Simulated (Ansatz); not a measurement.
(AgSH)2 ring (Ag2H2S2) was relaxed with PBE-D4 (def2-SVP) in Ansatz in these states: charge +1 doublet, neutral singlet. The geometries follow in no particular order.

In the def2 sets Ag takes a core potential; there is no spin–orbit coupling.

A:

```
atom   x (Å)   y (Å)   z (Å)
 Ag1  -1.032  -0.687  -0.967
  S2   0.940   0.719  -1.516
 Ag3   1.031   0.690   0.966
  S4  -0.939  -0.720   1.515
  H5   1.802  -0.332  -1.687
  H6  -1.802   0.330   1.689
```

B:

```xyz
6

Ag   -0.675    0.479   -1.100
S     1.810    0.912   -0.716
Ag    0.676   -0.474    1.102
S    -1.807   -0.913    0.714
H     2.239   -0.160   -1.443
H    -2.242    0.156    1.444
```

Question: Judge from the bond lengths which geometry belongs to which state (an estimate).

Answer: A is the charge +1 doublet (Ag1–Ag3 3.144 Å, Ag3–S4 2.484 Å, S2–Ag3 2.484 Å); B is the neutral singlet (Ag1–Ag3 2.753 Å, Ag3–S4 2.552 Å, S2–Ag3 2.552 Å).
